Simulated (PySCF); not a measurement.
## Working out the ionisation energy of Te⁺

Te⁺ [Kr] 4d10 5s2 5p3 (4S) → Te²⁺ [Kr] 4d10 5s2 5p2 (3P). Computed with PySCF 2.14 in cc-pVTZ-PP with ECP28MDF (5s4p3d1f, 39 functions), with a scalar-relativistic core potential. Frozen: 4s2 4p6 4d10. Energies in hartree (1 hartree = 27.21139 eV):

```csv
part,Te⁺ (lower),Te²⁺ (upper)
UHF,-266.721263,-266.046683
CCSD correlation,-0.075869,-0.060877
(T),-0.002226,-0.001273
```

Question: What does Hartree-Fock give?

Answer: (-266.046683) − (-266.721263) = 0.674580 hartree = 18.356 eV.

Question: What do CCSD and CCSD(T) give?

Answer: The CCSD correlation energies differ by 0.014992 hartree = 0.408 eV and the triples by 0.000953 hartree = 0.026 eV, so CCSD gives 18.764 eV and CCSD(T) 18.790 eV.

Reference: 18.6 ± 0.4 eV (measured; NIST Atomic Spectra Database, ionization energies), between the lowest levels; spin-orbit coupling is absent from the calculation.

What remains against the reference includes basis incompleteness, the frozen core and higher excitations.
